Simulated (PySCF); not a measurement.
# Correlation energy of P²⁺ (phosphorus, charge +2)

[Ne] 3s2 3p1, 2P determinant. Computed with PySCF 2.14 in aug-cc-pCVTZ-DK with one added diffuse shell each of s, p, d, f type (9s8p6d4f, 91 functions), with scalar relativity by spin-free X2C-1e. Frozen: [Ne]; 3 electrons correlated.

```csv
level,correlation energy (mhartree)
CCSD,-65.40
(T),-1.06
CCSD(T),-66.46
```

Diagnostics: T1 = 0.012, D1 = 0.0270, largest double amplitude 0.107.

Cost of the coupled-cluster step: about 13 core-seconds, for 3 correlated electrons.
